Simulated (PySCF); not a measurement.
# Mg: excitation energy

Mg [Ne] 3s2 (1S) → Mg [Ne] 3s1 4s1 (3S), as a difference of total energies. Calculation: PySCF 2.14, in dyall-av3z (20s13p6d4f, 117 functions); scalar relativity by spin-free X2C-1e. Correlated levels: valence: [Ne] frozen; virtual orbitals above 40 to 60 times the deepest correlated orbital energy dropped. The calculations carry no spin-orbit coupling.

```json
{"method": "UHF", "excitation energy (eV)": "4.210"}
{"method": "MP2 (valence)", "excitation energy (eV)": "4.812"}
{"method": "SCS-MP2 (valence)", "excitation energy (eV)": "4.978"}
{"method": "CCSD (valence)", "excitation energy (eV)": "5.018"}
```

Question: How much does correlation contribute at MP2 (valence)?

Answer: 4.812 − (4.210) = 0.602 eV, measured against UHF.

Errors of the correlated levels include the incompleteness of this basis and the frozen core.

With two correlated electrons CCSD is exact in that space.

For comparison: 5.108 eV (measured; NIST levels).
